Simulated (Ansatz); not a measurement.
Consider the substitution at a C–Si bond: `C[SiH]1[SiH2][SiH2]1` + `[SH][Mg][Cl]` → `C[S][Mg][Cl]` + `[SiH2]1[SiH2][SiH2]1`.

Calculated with Ansatz (gas phase, PBE0-D4/def2-TZVP geometries, no zero-point term in ΔE). CBS: MP2 limit from def2 TZ/QZ plus the TZ coupled-cluster correction, frozen cores. DFT in def2-TZVPP. B3LYP here is the variant with VWN-RPA as its local correlation; programs differ in this. For Mg outer-core shells are correlated without core-valence functions, which leaves a few kJ/mol of doubt a bond. Each species was taken in one conformer, which may not be the lowest.

| level | ΔE (kJ/mol) | difference from CCSD(T)/CBS |
| --- | --- | --- |
| PBE-D4 | 68.5 | -2.0 |
| r2SCAN-D4 | 72.9 | 2.4 |
| PBE0-D4 | 70.5 | 0.0 |
| B3LYP-D4 | 68.4 | -2.1 |
| ωB97X-V | 69.0 | -1.5 |
| ωB97M-V | 72.0 | 1.5 |
| B2PLYP | 69.0 | -1.5 |
| PBE | 67.2 | -3.3 |
| r2SCAN | 72.3 | 1.8 |
| PBE0 | 69.1 | -1.4 |
| SCS-MP2/def2-TZVPP | 69.8 | -0.7 |
| CCSD/def2-TZVPP | 71.4 | 0.9 |
| CCSD(T)/def2-TZVPP | 71.5 | 1.0 |
| MP2/def2-QZVPP | 73.3 | 2.8 |
| HF/CBS(def2) | 66.0 | -4.5 |
| MP2/CBS(def2) | 72.8 | 2.3 |
| CCSD(T)/CBS | 70.5 | 0 |

Largest T1 diagnostic among the species: 0.015.

In def2-TZVPP, CCSD(T) changes the Hartree–Fock value by +5.8 kJ/mol (the triples alone add +0.1 kJ/mol) and MP2 by +8.1 kJ/mol.
